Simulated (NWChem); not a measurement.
System: C$_{4}$H$_{4}$O$_{2}$; SMILES c1(ccoc1)O

Input file for NWChem:

```
start job
memory heap 200 mb stack 900 mb global 1100 mb
geometry units angstroms noautosym nocenter noautoz
  O     -0.113323    -2.065981     0.000000
  C     -0.031738    -0.720793     0.000000
  C      1.142581     0.099214     0.000000
  C      0.686297     1.385289     0.000000
  O     -0.651833     1.415385     0.000000
  C     -1.098194     0.135368     0.000000
  H      0.774795    -2.433990     0.000000
  H      2.181740    -0.225709     0.000000
  H      1.194502     2.346478     0.000000
  H     -2.171905    -0.021268     0.000000
end
basis spherical
  * library 6-31g*
end
dft
  xc xpbe96 cpbe96
  iterations 150
end
cosmo
  do_cosmo_smd true
  solvent ether
end
task dft energy
```

NWChem printed, in part:

```
             Northwest Computational Chemistry Package (NWChem) 7.3.0
             --------------------------------------------------------

                             Geometry "geometry" -> ""
                             -------------------------

 Output coordinates in angstroms (scale by  1.889725989 to convert to a.u.)

  No.       Tag          Charge          X              Y              Z
 ---- ---------------- ---------- -------------- -------------- --------------
    1 O                    8.0000    -0.11332300    -2.06598100     0.00000000
    2 C                    6.0000    -0.03173800    -0.72079300     0.00000000
    3 C                    6.0000     1.14258100     0.09921400     0.00000000
    4 C                    6.0000     0.68629700     1.38528900     0.00000000
    5 O                    8.0000    -0.65183300     1.41538500     0.00000000
    6 C                    6.0000    -1.09819400     0.13536800     0.00000000
    7 H                    1.0000     0.77479500    -2.43399000     0.00000000
    8 H                    1.0000     2.18174000    -0.22570900     0.00000000
    9 H                    1.0000     1.19450200     2.34647800     0.00000000
   10 H                    1.0000    -2.17190500    -0.02126800     0.00000000

 Effective nuclear repulsion energy (a.u.)     223.4174341048

  pbe96 is a nonlocal functional; adding pw91lda local functional.

                                 NWChem DFT Module
                                 -----------------

 Summary of "ao basis" -> "ao basis" (spherical)
 ------------------------------------------------------------------------------
       Tag                 Description            Shells   Functions and Types
 ---------------- ------------------------------  ------  ---------------------
 O                           6-31g*                  6       14   3s2p1d
 C                           6-31g*                  6       14   3s2p1d
 H                           6-31g*                  2        2   2s

 in cosmo_initialize ...
 calling solv_data for solv:ether

 solvent parameters
 solvname_short: ether
 solvname_long:  diethyl ether
 dielec:        4.2400
 dielecinf:     1.8295
 nonaqueous SMD model solvent descriptors
 dielec:        4.2400
 sola:          0.0000
 solb:          0.4100
 solc:          0.0000
 solg:         23.9600
 solh:          0.0000
 soln:          1.3526

          ---------------
          -cosmo- solvent
          ---------------
 Cosmo: York-Karplus, doi: 10.1021/jp992097l
 dielectric constant -eps-     =   4.24
 screen = (eps-1)/(eps    )    =   0.76415
 surface charge correction     = lagrangian

   van der Waals surface
 --------------------------

 ---------- ATOMIC COORDINATES (A.U.) ------------ VDWR(ANG.) --
     1   -0.21414942   -3.90413799    0.00000000     2.294
     2   -0.05997612   -1.36210126    0.00000000     1.850
     3    2.15916501    0.18748727    0.00000000     1.850
     4    1.29691328    2.61781662    0.00000000     1.850
     5   -1.23178576    2.67468982    0.00000000     2.294
     6   -2.07528574    0.25580843    0.00000000     1.850
     7    1.46415025   -4.59957416    0.00000000     1.200
     8    4.12289078   -0.42652816    0.00000000     1.200
     9    2.25728147    4.43420046    0.00000000     1.200
    10   -4.10430532   -0.04019069    0.00000000     1.200
 number of segments per atom =        128
 number of   points per atom =        128
 atom (   nspa,  nppa )
 ----------------------
    1 (     96,     0 )       0
    2 (     10,     0 )       0
    3 (     46,     0 )       0
    4 (     30,     0 )       0
    5 (     76,     0 )       0
    6 (     28,     0 )       0
    7 (      0,     0 )       0
    8 (     54,     0 )       0
    9 (     50,     0 )       0
   10 (     50,     0 )       0
 number of -cosmo- surface points =      440
 molecular surface =    133.340 angstrom**2
 molecular volume  =    122.386 angstrom**3
 -lineq- algorithm             =   0
 -bem- low  level              =   3
 -bem- from -octahedral-
 gaussian surface charge width =   4.50000
 degree of switching           =   1.00000
 switching function tolerance  =   0.00010
 atomic radii =
 --------------
    1  8.000  2.294
    2  6.000  1.850
    3  6.000  1.850
    4  6.000  1.850
    5  8.000  2.294
    6  6.000  1.850
    7  1.000  1.200
    8  1.000  1.200
    9  1.000  1.200
   10  1.000  1.200
 ...... end of -cosmo- initialization ......

 nat:                    10
 ixmem:                  5529
 calling mnsol_interface()
 G(SMD-CDS) energy (kcal/mol)  =    -1.544
 SMD-CDS SASA (angstrom**2)    =   132.198

            General Information
            -------------------
          SCF calculation type: DFT
          Wavefunction type:  closed shell.
          No. of atoms     :    10
          No. of electrons :    44
           Alpha electrons :    22
            Beta electrons :    22
          Charge           :     0
          Spin multiplicity:     1
          Use of symmetry is: off; symmetry adaption is: off
          Maximum number of iterations: 150
          AO basis - number of functions:    92
                     number of shells:    44
          Convergence on energy requested:  1.00D-06
          Convergence on density requested:  1.00D-05
          Convergence on gradient requested:  5.00D-04

              XC Information
              --------------
          PerdewBurkeErnzerhof Exchange Functional  1.000
            Perdew 1991 LDA Correlation Functional  1.000 local
           PerdewBurkeErnz. Correlation Functional  1.000 non-local

             Grid Information
             ----------------
          Grid used for XC integration:  medium
          Radial quadrature: Mura-Knowles
          Angular quadrature: Lebedev.
          Tag              B.-S. Rad. Rad. Pts. Rad. Cut. Ang. Pts.
          ---              ---------- --------- --------- ---------
          O                   0.60       49          11.0       434
          C                   0.70       49          10.0       434
          H                   0.35       45          11.0       434
          Grid pruning is: on
          Number of quadrature shells:   474
          Spatial weights used:  Erf1

      Superposition of Atomic Density Guess
      -------------------------------------

 Sum of atomic energies:        -302.14265121

      Non-variational initial energy
      ------------------------------

 Total energy =    -305.786809
 1-e energy   =    -853.927979
 2-e energy   =     324.723736
 HOMO         =      -0.195297
 LUMO         =       0.056647

   convergence    iter        energy       DeltaE   RMS-Dens  Diis-err
 ---------------- ----- ----------------- --------- --------- ---------
     COSMO gas phase
 d= 0,ls=0.0,diis     1   -304.7870654324 -5.28D+02  1.31D-02  8.26D-01
 d= 0,ls=0.0,diis     2   -304.7733947896  1.37D-02  8.57D-03  1.00D+00
 d= 0,ls=0.0,diis     3   -304.8549984216 -8.16D-02  3.06D-03  2.07D-01
 d= 0,ls=0.0,diis     4   -304.8724080760 -1.74D-02  1.47D-03  1.98D-02
 d= 0,ls=0.0,diis     5   -304.8740358809 -1.63D-03  6.48D-04  5.60D-03
  Resetting Diis
 d= 0,ls=0.0,diis     6   -304.8746924033 -6.57D-04  1.70D-04  3.57D-04
 d= 0,ls=0.0,diis     7   -304.8747366844 -4.43D-05  7.67D-05  1.18D-05
 d= 0,ls=0.0,diis     8   -304.8747329907  3.69D-06  5.42D-05  3.93D-05
 d= 0,ls=0.0,diis     9   -304.8747381073 -5.12D-06  1.03D-05  1.16D-06
 d= 0,ls=0.0,diis    10   -304.8747382382 -1.31D-07  2.95D-06  1.73D-07

   convergence    iter        energy       DeltaE   RMS-Dens  Diis-err
 ---------------- ----- ----------------- --------- --------- ---------
     COSMO solvation phase
 d= 0,ls=0.0,diis     1   -304.8833721661 -8.63D-03  1.54D-03  1.91D-03
 d= 0,ls=0.0,diis     2   -304.8836728763 -3.01D-04  4.84D-04  1.74D-03
 d= 0,ls=0.0,diis     3   -304.8838556001 -1.83D-04  2.19D-04  5.02D-04
 d= 0,ls=0.0,diis     4   -304.8838978140 -4.22D-05  9.25D-05  1.44D-04
 d= 0,ls=0.0,diis     5   -304.8839142524 -1.64D-05  2.08D-05  4.47D-06
 d= 0,ls=0.0,diis     6   -304.8839146289 -3.77D-07  8.79D-06  1.05D-06

         Total DFT energy =     -304.883914628936
      One electron energy =     -857.937532696361
           Coulomb energy =      369.570157955600
    Exchange-Corr. energy =      -40.065035054806
 Nuclear repulsion energy =      223.417434104754

             COSMO energy =        0.131061061876

 Numeric. integr. density =       44.000007349085

                                COSMO-SMD solvation results
                                ---------------------------

             internal energy in gas <Psi(g)|H|Psi(g)> =      -304.874738238179
         internal energy in solvent <Psi(s)|H|Psi(s)> =      -304.874134853560
                               delta internal energy  =         0.000603384619 (    0.38 kcal/mol)
   total free energy in solvent <Psi(s)|H+V/2|Psi(s)> =      -304.881454349726
 polarization energy contribution <Psi(s)|V/2|Psi(s)> =        -0.007319496166 (   -4.59 kcal/mol)
    total free energy in solvent including G(SMD-CDS) =      -304.883914628936
                       G(SMD-CDS) energy contribution =        -0.002460279210 (   -1.54 kcal/mol)
     1 M fixed-concentration free energy of solvation =        -0.009176390757 (   -5.76 kcal/mol)

                       DFT Final Molecular Orbital Analysis
                       ------------------------------------

 Vector   20  Occ=2.000000D+00  E=-2.925120D-01
              MO Center= -4.7D-02, -3.6D-01, -1.5D-11, r^2= 3.6D+00
   Bfn.  Coefficient  Atom+Function         Bfn.  Coefficient  Atom+Function
  ----- ------------  ---------------      ----- ------------  ---------------
     3      0.319428   1 O  px               32      0.269053   3 C  py
    17     -0.267485   2 C  px               60      0.218156   5 O  py
     7      0.203490   1 O  px               46     -0.188199   4 C  py
    74     -0.180197   6 C  py                6     -0.160613   1 O  s
    62      0.159412   5 O  s                 4      0.145475   1 O  py

 Vector   21  Occ=2.000000D+00  E=-2.164462D-01
              MO Center=  5.5D-01,  2.5D-01, -4.0D-10, r^2= 2.5D+00
   Bfn.  Coefficient  Atom+Function         Bfn.  Coefficient  Atom+Function
  ----- ------------  ---------------      ----- ------------  ---------------
    33      0.407916   3 C  pz               37      0.305677   3 C  pz
    61     -0.292964   5 O  pz               47      0.253915   4 C  pz
     5     -0.240580   1 O  pz               65     -0.220147   5 O  pz
     9     -0.189270   1 O  pz               51      0.164650   4 C  pz
    19      0.120483   2 C  pz               75     -0.091364   6 C  pz

 Vector   22  Occ=2.000000D+00  E=-1.733612D-01
              MO Center= -3.8D-01, -1.4D-01, -1.1D-10, r^2= 2.7D+00
   Bfn.  Coefficient  Atom+Function         Bfn.  Coefficient  Atom+Function
  ----- ------------  ---------------      ----- ------------  ---------------
    75      0.405512   6 C  pz               79      0.318605   6 C  pz
     5     -0.312314   1 O  pz               47     -0.283712   4 C  pz
    19      0.269490   2 C  pz                9     -0.256608   1 O  pz
    51     -0.221031   4 C  pz               23      0.161852   2 C  pz
    61     -0.131293   5 O  pz               65     -0.103500   5 O  pz

 Vector   23  Occ=0.000000D+00  E=-3.395166D-03
              MO Center=  1.2D-01,  7.3D-01, -4.9D-10, r^2= 2.5D+00
   Bfn.  Coefficient  Atom+Function         Bfn.  Coefficient  Atom+Function
  ----- ------------  ---------------      ----- ------------  ---------------
    51      0.517300   4 C  pz               47      0.420318   4 C  pz
    79      0.380918   6 C  pz               37     -0.362331   3 C  pz
    65     -0.363005   5 O  pz               61     -0.347983   5 O  pz
    75      0.316971   6 C  pz               33     -0.260746   3 C  pz
    23     -0.158053   2 C  pz               19     -0.151720   2 C  pz

 Vector   24  Occ=0.000000D+00  E= 5.409618D-02
              MO Center=  7.3D-01, -2.0D+00,  1.5D-10, r^2= 2.9D+00
   Bfn.  Coefficient  Atom+Function         Bfn.  Coefficient  Atom+Function
  ----- ------------  ---------------      ----- ------------  ---------------
    86      1.241871   7 H  s                 6     -0.898223   1 O  s
     7     -0.407607   1 O  px               48      0.351043   4 C  s
    36     -0.327650   3 C  py                3     -0.274427   1 O  px
    62      0.259167   5 O  s                35     -0.247997   3 C  px
    22     -0.235830   2 C  py               21     -0.206589   2 C  px

 Vector   25  Occ=0.000000D+00  E= 6.413917D-02
              MO Center=  1.4D-01, -2.4D-01, -5.7D-10, r^2= 2.5D+00
   Bfn.  Coefficient  Atom+Function         Bfn.  Coefficient  Atom+Function
  ----- ------------  ---------------      ----- ------------  ---------------
    23      0.646766   2 C  pz               37     -0.562249   3 C  pz
    19      0.513598   2 C  pz               79     -0.434702   6 C  pz
    33     -0.351660   3 C  pz               51      0.302026   4 C  pz
    75     -0.285805   6 C  pz                9     -0.244153   1 O  pz
     5     -0.205415   1 O  pz               47      0.184064   4 C  pz

     Multipole analysis of the density
     ---------------------------------

     L   x y z        total         alpha         beta         nuclear
     -   - - -        -----         -----         ----         -------
     0   0 0 0     -0.000000    -22.000000    -22.000000     44.000000

     1   1 0 0      0.867841      0.385203      0.385203      0.097434
     1   0 1 0     -0.235064      0.019274      0.019274     -0.273612
     1   0 0 1     -0.000000     -0.000000     -0.000000      0.000000

     2   2 0 0    -21.143528    -69.328849    -69.328849    117.514169
     2   1 1 0     -1.779081     -1.947980     -1.947980      2.116880
     2   1 0 1     -0.000000     -0.000000     -0.000000      0.000000
     2   0 2 0    -22.789915   -147.907492   -147.907492    273.025069
     2   0 1 1     -0.000000     -0.000000     -0.000000      0.000000
     2   0 0 2    -26.931766    -13.465883    -13.465883      0.000000
```

Level: PBE/6-31G* (spherical d), SMD on the gas-phase geometry. Structure relaxed at the PBE0/def2-SVP level. Solvent: diethyl ether.
